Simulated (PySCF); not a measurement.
A side-by-side comparison of computed properties.

First species: C6H9ClOSi.
Cartesian coordinates in Å at the GFN2-xTB level; atoms count from 1:
```
atom  x, y, z in Å
C1    -1.5585    0.9350   -1.2986
C2    -1.1279    0.1907   -0.1007
C3    -0.0763   -0.6031    0.2097
C4     1.1382   -1.0760   -0.4918
Si5    2.6155    0.0822   -0.1150
Cl6    2.0876    1.9370   -0.7059
C7    -0.5465   -0.7825    1.5915
O8    -0.1502   -1.3389    2.5777
C9    -1.7789    0.0915    1.2674
H10   -0.9020    0.7320   -2.1412
H11   -2.5823    0.6688   -1.5622
H12   -1.5410    2.0062   -1.0940
H13    0.9524   -1.1205   -1.5665
H14    1.3788   -2.0816   -0.1480
H15    3.7779   -0.3420   -0.8919
H16    2.8890    0.1168    1.3157
H17   -1.8482    1.0184    1.8361
H18   -2.7363   -0.4276    1.3060
```

Second species: C4H7NOSi.
Geometry (GFN2-xTB, Å), atoms numbered from 1 in this order:
```
atom  x, y, z in Å
C1    -1.5588    1.0394    0.7193
C2    -1.1079   -0.3914    0.7731
O3    -1.3097   -1.1063    1.7286
Si4   -0.1193   -1.0792   -0.7357
C5     1.7152   -0.5651   -0.4488
C6     1.8274    0.8544   -0.3507
N7     1.8702    1.9955   -0.2689
H8    -2.1001    1.3131    1.6224
H9    -0.6848    1.6798    0.6027
H10   -2.1917    1.1849   -0.1539
H11   -0.5984   -0.4658   -1.9760
H12   -0.1722   -2.5376   -0.7362
H13    2.3385   -0.9130   -1.2734
H14    2.0909   -1.0093    0.4753
```

Levels: PBE0/pcSseg-1 for dipole moment, HOMO energy, LUMO energy and HOMO–LUMO gap; GFN2-xTB for rotational constant A and rotational constant C. Geometries: GFN2-xTB. Each structure is a single optimised conformer of the isolated species, non-relativistic unless stated. Electronic properties by PySCF.

The conformers computed, where there is a choice (atom-mapped SMILES and torsion angles):
- `[CH3:1][C:2]1=[C:3]([CH2:4][SiH2:5][Cl:6])[C:7](=[O:8])[CH2:9]1`: C2–C3–C4–Si5 94°, C3–C4–Si5–Cl6 -58°
- `[CH3:1][C:2](=[O:3])[SiH2:4][CH2:5][C:6]#[N:7]`: C1–C2–Si4–C5 84°, C2–Si4–C5–C6 -59°

Values for the first species:

* Dipole moment: 3.17 D
* HOMO energy: -7.12 eV
* LUMO energy: -1.16 eV
* HOMO–LUMO gap: 5.96 eV
* Rotational constant A: 1.581 GHz
* Rotational constant C: 0.652 GHz

Q: Estimate the same properties for the second species, and the change in each.

A: 
| property | first | second | second less first |
| --- | --- | --- | --- |
| dipole moment | 3.17 D | 2.98 D | -0.19 D |
| HOMO energy | -7.12 eV | -7.13 eV | -0.01 eV |
| LUMO energy | -1.16 eV | -1.49 eV | -0.33 eV |
| HOMO–LUMO gap | 5.96 eV | 5.64 eV | -0.32 eV |
| rotational constant A | 1.581 GHz | 2.981 GHz | +1.400 GHz |
| rotational constant C | 0.652 GHz | 1.218 GHz | +0.566 GHz |

On the first: A dipole of 3.17 D is allowed in C1, and pure rotational transitions are dipole-allowed. The dipole equals about 10.6 × 10⁻³⁰ C·m (1 D = 3.33564 × 10⁻³⁰ C·m).

On the second: The dipole matches unit charges of opposite sign 0.62 Å apart (1 e·Å = 4.8032 D). A dipole of 2.98 D is allowed in C1, and pure rotational transitions are dipole-allowed.
